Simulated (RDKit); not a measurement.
Input file for RDKit: UFF on C2H7N (SMILES CNC), a point of a torsion scan.

```python
from rdkit import Chem
from rdkit.Chem import AllChem, rdDetermineBonds

blocks = [
'''10

C     1.23341265    0.11740882    0.09168660
N    -0.03106059    0.01631698   -0.60799354
C    -1.05472157   -0.67268725    0.14861081
H     1.80043535   -0.82497598    0.12647053
H     1.04938302    0.45735739    1.10920891
H     1.85126381    0.85997838   -0.41502663
H     0.10689374   -0.43739217   -1.50565636
H    -0.77773869   -1.69824238    0.44081912
H    -1.96568666   -0.71507495   -0.44609620
H    -1.25824986   -0.10262857    1.05543065
''',
]
mol = None
for b in blocks:
    f = Chem.MolFromXYZBlock(b)
    rdDetermineBonds.DetermineBonds(f, charge=0)
    mol = f if mol is None else Chem.CombineMols(mol, f)
Chem.SanitizeMol(mol)
print(Chem.MolToSmiles(Chem.RemoveHs(mol)))
ff = AllChem.UFFGetMoleculeForceField(mol, vdwThresh=100.0, ignoreInterfragInteractions=False)
e = ff.CalcEnergy()
print(f'UFF energy {e:.6f} kcal/mol')
```

The log:

```
CNC
UFF energy 6.438959 kcal/mol
```

The run finished.

Cost: roughly 0.010 core-seconds.
